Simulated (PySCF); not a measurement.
# SeF4, singlet: molecular constants

These are results of PBE0/[Se def2-TZVP, F def2-TZVP], no relativity, density fitting, PySCF, not measurements.

The structure is a minimum.

```xyz
5
charge 0 multiplicity 1, angstrom
Se    0.0000    0.0000   -0.3061
F     0.0000    1.7655   -0.1293
F     0.0000   -1.7655   -0.1293
F     1.3000    0.0000    0.7749
F    -1.3000    0.0000    0.7749
```

| Quantity | Value |
| --- | --- |
| Point group | C2v |
| Bond lengths | Se–F 1.691 Å (×2), Se–F 1.774 Å (×2) |
| Bond angles | F–Se–F 86.3° (×4), F–Se–F 100.5°, F–Se–F 168.6° |
| Rotational symmetry number | 2 |
| Atomisation energy without zero-point energy | 1333 kJ/mol |
| Dipole moment | 1.78 D |
| Lowest empty level | -2.64 eV |
| Principal polarisabilities | 23.2, 27.5, 35.0 bohr³ |
| Highest occupied level | -10.26 eV |
| Heat capacity Cp at 298.15 K | 82.3 J/(mol K) |
| Zero-point energy | 25.5 kJ/mol |
| Principal quadrupole moments (Buckingham, traceless) about the centre of mass | -7.75, 2.87, 4.88 D Å |
| Rotational constants | 0.1772, 0.1129, 0.09229 cm⁻¹ |
| Enthalpy at 298.15 K above 0 K | 16.75 kJ/mol |
| Entropy at 298.15 K and 1 bar | 312.6 J/(mol K) |

Harmonic modes (masses in u: Se 79.917, F 18.998):
| symmetry | ω (cm⁻¹) | IR (km/mol) |
| --- | --- | --- |
| a1 | 167 | 1.0 |
| b2 | 243 | 13.5 |
| a1 | 366 | 28.6 |
| a2 | 369 | 0.0 |
| b1 | 406 | 14.2 |
| a1 | 579 | 1.4 |
| b1 | 635 | 359 |
| b2 | 735 | 115 |
| a1 | 756 | 59.4 |

In C2v the vibrations span 4a1 + 2b2 + a2 + 2b1. The a2 mode carries no infrared intensity, as symmetry demands.

Charges (e):
```
atom  Mulliken  Löwdin  polar tensor  Mayer order to Se1
 Se1      1.08    0.69          2.44                   –
F2,3     -0.33   -0.24         -0.70                0.91
F4,5     -0.21   -0.10         -0.52                1.05
```

Mulliken populations on Se1: s 7.88, p 14.29, d 10.59, f 0.15.

Counting electrons, selenium keeps 2 of its valence electrons outside its bonds, so the VSEPR class is AX4E1 and the expected shape is see-saw (C2v), as computed.

The final relaxation and frequency run took 82 s on 4 threads of a shared Arm Neoverse V2 host, with 172 basis functions and 16 gradients; the process peaked at 2 GiB.
